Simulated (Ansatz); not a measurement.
Gas-phase electronic energies from Ansatz, PBE0-D4/def2-TZVP geometries. CBS: MP2 limit from def2 TZ/QZ plus the TZ coupled-cluster correction, frozen cores. This one scheme is used for every species, atoms too. DFT in def2-TZVPP. B3LYP here is the variant with VWN-RPA as its local correlation; programs differ in this. Open shells (•) are unrestricted, without spin–orbit coupling. Spin–orbit coupling would lower the free atoms: a little for O, Si. Each species was taken in one conformer, which may not be the lowest.

`OP([SiH3])[SiH3]` → 7 H• + O• + P• + 2 Si•  (atomization)

| level | ΔE (kcal/mol) | difference from CCSD(T)/CBS |
| --- | --- | --- |
| PBE-D4 | 782.2 | -2.1 |
| r2SCAN-D4 | 782.1 | -2.2 |
| PBE0-D4 | 772.9 | -11.4 |
| B3LYP-D4 | 784.3 | 0.0 |
| ωB97X-V | 793.0 | 8.7 |
| ωB97M-V | 787.0 | 2.7 |
| PBE | 775.6 | -8.7 |
| r2SCAN | 780.5 | -3.8 |
| B3LYP | 773.6 | -10.7 |
| HF/def2-TZVPP | 559.2 | -225.1 |
| MP2/def2-TZVPP | 755.7 | -28.6 |
| SCS-MP2/def2-TZVPP | 764.8 | -19.5 |
| CCSD(T)/def2-TZVPP | 758.7 | -25.6 |
| MP2/def2-QZVPP | 771.0 | -13.3 |
| HF/CBS(def2) | 561.2 | -223.1 |
| CCSD/CBS(def2) | 774.4 | -9.9 |
| CCSD(T)/CBS | 784.3 | 0 |

Largest T1 diagnostic among the species: 0.014.

From PBE to PBE0 (25 % exact exchange), in def2-TZVPP and without D4, ΔE moves by −8.3 kcal/mol: exact exchange takes away binding that semilocal exchange gives to molecules. The D4 term adds +10.7 kcal/mol with B3LYP and +5.6 kcal/mol with PBE0; it sums over pairs of atoms, weighted by their polarisabilities, and B3LYP, whose exchange is more repulsive, gets the larger term.

For atomizations the MP2-based limit and the directly extrapolated one differ by several kJ/mol either way, and by 10 to 25 for some Ge, Se and Sn compounds, so smaller differences from it don't rank the levels.
